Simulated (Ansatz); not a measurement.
A geometry relaxed with B3LYP-D3(BJ)/def2-TZVP (Ansatz, a program for electronic structure), charge 0, multiplicity 1:

```xyz
10

H     -2.2069    -0.7266    -1.0830
H      0.4332     2.1452    -0.0788
Si     1.4621     0.1043     0.7743
H     -1.3247    -0.9802     0.4512
H      1.3878    -1.3531     0.9441
C      0.2598     1.0752    -0.0170
H      2.6355     0.8113     1.3008
C     -1.2480    -0.6221    -0.5818
H     -0.4850    -1.2073    -1.1077
O     -0.9139     0.7532    -0.6021
```

Write the SMILES of this molecule.

`COC=[SiH2]`
